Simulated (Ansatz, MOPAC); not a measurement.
Reaction (SMILES): C[N-]B(O)O → CNB([O-])O

Quantity: isomerisation energy (enthalpy at 298 K), in kcal/mol. Terms: non-relativistic; six Cartesian d functions in 6-31G* and its kin unless marked 5d; LANL2DZ all-electron up to Ne; no dispersion term unless named; 6-311+G** with 5d; spin-orbit terms left out; PM7 with its own dispersion and hydrogen-bond terms; frozen cores in correlated levels. Basis-set limits of correlation are two-point, X^-3; Hartree-Fock from the larger set. First-principles rows: single points at B3LYP-D3(BJ) geometries (Ansatz, a program for electronic structure), with unscaled harmonic terms from B3LYP/6-31G* (Ansatz) at its own minima. Semi-empirical rows: MOPAC heats of formation at their own minima for 298 K. Anions need diffuse functions, which STO-3G, LANL2DZ, def2-SVP, cc-pVDZ and Pople sets without + lack.

Coupled cluster (Ansatz) is a level with limits of its own, used here on species with T1 under 0.025 (0.045 for open shells) and stable references: CCSD(T)/CBS(aug-cc-pVTZ,aug-cc-pVQZ).

Value to compare with, CCSD(T)/CBS(aug-cc-pVTZ,aug-cc-pVQZ) (Ansatz): -9.3 kcal/mol.

| level | program | isomerisation energy (enthalpy at 298 K) (kcal/mol) | difference |
|---|---|---|---|
| PM7 | MOPAC | 7.1 | 16.4 |
| MNDO | MOPAC | 1.2 | 10.5 |
| HF/STO-3G | Ansatz | 1.3 | 10.6 |
| HF/6-31G* | Ansatz | -11.0 | -1.7 |
| HF/6-311+G** | Ansatz | -9.4 | -0.1 |
| BLYP/6-31G* | Ansatz | -10.9 | -1.6 |
| B3LYP/3-21G | Ansatz | -14.1 | -4.8 |
| B3LYP/6-31G* | Ansatz | -10.7 | -1.4 |
| B3LYP/6-31+G* | Ansatz | -11.3 | -2.0 |
| MP2/LANL2DZ | Ansatz | -15.8 | -6.5 |
| PBE/def2-TZVPD | Ansatz | -9.6 | -0.3 |
| r2SCAN-D4/def2-TZVPD | Ansatz + dftd4 | -9.5 | -0.2 |
| B3LYP/def2-TZVPD | Ansatz | -9.9 | -0.6 |

Among the 10 habitual levels, PM7 lies farthest from CCSD(T)/CBS(aug-cc-pVTZ,aug-cc-pVQZ) (Ansatz) (16.4 kcal/mol) and HF/6-311+G** nearest (-0.1); 3 of 10 lie above it, and their mean absolute difference is 5.6 kcal/mol, the median 3.4. One case shows no general order.

The levels are drawn from those run, B3LYP/6-31G* more often than the rest, none by its result; left out are runs that failed, that the program found above a lower state of the same kind, or whose <S^2> lies over 0.5 above the pure value.
